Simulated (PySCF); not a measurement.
## A thermochemical cycle for KSn

PBE in PySCF with x2c-SVPall on every atom, spin-free X2C, for the lowest determinant that a PBE0 search found; no spin–orbit coupling. KSn, a quartet (σ ↑, π ↑↑), has De = 1.31 eV to neutral atoms, and KSn⁺, a triplet (σ ↑, π ↑), has De = 0.41 eV to K⁺ + Sn.

At the same level the K atom ionises at 4.45 eV.

Problem. What is the adiabatic ionisation energy of the molecule, and does ionisation strengthen or weaken the bond?

Solution. IE = IE(K) + De(neutral) − De(ion) = 4.45 + 1.31 − 0.41 = 5.35 eV. De changes by -0.90 eV, so ionisation weakens the bond.

Weak bonds: KSn⁺. Basis-set superposition, not corrected here, can be much of De in a small basis, most of all at correlated wavefunction levels. These are scalar-relativistic numbers at best; spin–orbit coupling would shift them, the dissociation energy most. For an ion De counts to the pair picked by the measured ionisation energies or electron affinities, which need not be the lowest pair at this level. States were picked by a PBE0 search and need not be the measured ground states.
